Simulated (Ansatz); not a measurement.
```xyz
5

Zr    0.0000    0.0000    0.0000
F     1.0066    1.0066    1.0066
F     1.0066   -1.0066   -1.0066
F    -1.0066    1.0066   -1.0066
F    -1.0066   -1.0066    1.0066
```

Basis set: def2-TZVP (spherical functions, with the set's core potentials past Kr). Frozen core: 4 orbitals. Charge 0, multiplicity 1.

Computed with Ansatz (development build ahead of 0.2.0); each method stands on the lowest determinant of its kind that the runs found. Restricted open shells among the atoms or ions are ROHF, correlated in semicanonical orbitals with singles.

**Question.** Give the atomization energy at this shape (free ground-state atoms in the same class of orbitals less the molecule, no zero-point energy) of singlet ZrF4 by RHF-MP2, RHF.

**Answer.**

```csv
method,atomization energy
RHF-MP2,25.70 eV
RHF,18.26 eV
```

Caution: no unrestricted run beside it, a lower state can exist; other spin multiplicities were not run; the shape is not the minimum.
